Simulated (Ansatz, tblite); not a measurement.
Forces on Sr5S4⁺ at its PBE-D4/def2-SVP geometry. Charge 1, multiplicity 2.

In the def2 sets Sr takes a core potential; there is no spin–orbit coupling. The xTB rows come from tblite. The structure comes from a short search, and lower isomers may exist.

GFN1-xTB (tblite), largest force 0.60 eV/Å:

```xyz
9
positions Å, forces eV/Å
Sr    1.752   -0.569   -2.886   -0.200    0.372    0.273
Sr   -1.560   -1.054    2.859    0.107    0.417   -0.260
Sr    2.951   -0.503    1.660   -0.312    0.366   -0.149
Sr   -2.760   -1.121   -1.686    0.219    0.423    0.161
Sr   -0.169    1.434    0.024    0.040   -0.347   -0.006
S     2.629    0.781   -0.706   -0.459   -0.368    0.127
S    -0.767    0.414   -2.696    0.168   -0.300    0.495
S     0.660    0.494    2.711   -0.095   -0.315   -0.505
S    -2.736    0.125    0.721    0.532   -0.247   -0.136
```

PBE-D4/def2-TZVP (Ansatz), largest force 0.23 eV/Å:

```
Sr -0.103 0.135 0.150
Sr 0.067 0.161 -0.146
Sr -0.165 0.132 -0.083
Sr 0.129 0.164 0.088
Sr 0.009 -0.099 -0.003
S -0.037 -0.130 0.013
S 0.029 -0.122 0.052
S 0.002 -0.124 -0.055
S 0.068 -0.117 -0.015
```
